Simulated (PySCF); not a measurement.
# PbCl2 at several levels of theory

Computed with PySCF 2.14.0 (density fitting, no spin-orbit coupling) at the geometry relaxed with PBE0:

```xyz
3
PbCl2 (singlet)
Pb    0.0000    0.0000   -0.6289
Cl    1.8962    0.0000    0.9743
Cl   -1.8962    0.0000    0.9743
```

| level | basis | state | HOMO (eV) | gap (eV) | charge on Pb1 (e) | dipole about the centre of mass (D) | largest force component (eV/Å) |
| --- | --- | --- | --- | --- | --- | --- | --- |
| PBE0 | Pb def2-SVP with ECP60, Cl def2-SVP | singlet | -7.99 | 4.93 | 0.72 | 4.52 | 0.03 |
| PBE0 | Pb def2-TZVP with ECP60, Cl def2-TZVP | singlet | -8.22 | 5.02 | 0.84 | 4.70 | 0.40 |

Charges are Mulliken's, which hang on the basis. The relaxation used the grid (50, 194), these runs (75, 302) or, all-electron (x2c bases, spin-free X2C Hamiltonian), (99, 590).

Question: A further run in the first row's basis gives HOMO (eV) -6.91, gap (eV) 3.31, charge on Pb1 (e) 0.68, dipole about the centre of mass (D) 4.28, largest force component (eV/Å) 0.28. Which level was it?
A. BLYP
B. TPSS

Answer: B. The others give HOMO -6.54 eV (BLYP).

In the first row's basis the gap widens with exact exchange: 3.0 to 3.3 eV for BLYP, TPSS (none); 4.9 eV for PBE0 (a fixed share).
